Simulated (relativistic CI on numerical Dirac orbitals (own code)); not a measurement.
Sb XL: sensitivity of the levels to the model

Base calculation: Dirac-Coulomb-Breit CI, orbitals from a KLI potential per configuration, model QED, unscaled Slater integrals.

Configurations in the expansion (outside the closed core [Ne]): 3s², 3s3p, 3p², 3s3d, 3d², 3p3d, 3p4s, 3d4s, 3s4s, 3s4p, 3s4d, 3s4f, 3s5s, 3s5p, 3s5d, 3s5f. Levels of other configurations are missing.

Variants: (1) valence Slater integrals scaled by 0.9; (2) configuration mixing switched off; (3) one mean potential for all configurations. Shifts of the energy above 3s² ¹S0, in eV, for the lowest level and the first level of each name with at least 55 % of one term (blank where a level changes its place among those of its configuration and J or its character, or is not in the variant):

| Level | Base | Δ(1) | Δ(2) | Δ(3) |
| --- | --- | --- | --- | --- |
| 3s² ¹S0 | 0.000 | 0.000 | 0.000 | 0.000 |
| 3s3p ³P°0 | 79.612 | +0.314 | -3.321 | +0.080 |
| 3s3p ³P°1 | 87.479 | -0.207 | -2.820 | +0.081 |
| 3s3p ³P°2 | 144.328 | +0.342 | -3.242 | +0.080 |
| 3s3p ¹P°1 | 169.684 | -2.184 | -0.525 | +0.087 |
| 3p² ³P0 | 192.093 | -0.800 | -3.779 | +0.185 |
| 3p² ¹D2 | 247.773 | +0.450 | +4.174 | +0.155 |
| 3p² ³P1 | 248.699 | -0.036 | -3.161 | +0.171 |
| 3s3d ³D1 | 279.394 | -0.342 | -3.784 | +0.062 |
| 3s3d ³D2 | 283.029 | -0.538 | -4.405 | +0.067 |
| 3s3d ³D3 | 293.516 | -0.336 | -3.787 | +0.059 |
| 3p² ¹S0 | 331.697 | -1.867 | -2.713 | +0.180 |
| 3p3d ³F°2 | 365.459 | +0.486 | -3.744 | +0.199 |
| 3p3d ³D°1 | 386.427 | -1.572 | -4.853 | +0.182 |
| 3p3d ³F°3 | 390.289 | -0.261 | -3.671 | +0.180 |
| 3p3d ³F°4 | 444.265 | +0.479 | -3.711 | +0.169 |
| 3p3d ³P°0 | 444.574 | -0.991 | -4.238 | +0.183 |
| 3p3d ³P°1 | 444.954 | -1.005 | -4.156 | +0.175 |
| 3p3d ¹F°3 | 468.696 | -2.324 | -3.426 | +0.153 |
| 3p3d ¹P°1 | 475.733 | -3.051 | -6.455 | +0.151 |
| 3d² ³F2 | 565.816 | -0.204 | -4.008 | +0.243 |
| 3d² ³F3 | 577.693 | -0.035 | -3.793 | +0.217 |

At this charge energies of transitions that change n are usually good to better than 1 %, and those within a shell (Δn = 0) to a few per cent.

Ionisation energy from the two ground configurations alone: base 2814.86 eV. The NIST ASD value (theoretical) is 2815 eV.

LS names give the leading component of a level, which can be under half, so a name can repeat, a term be missing and a line seem to break the LS rules.
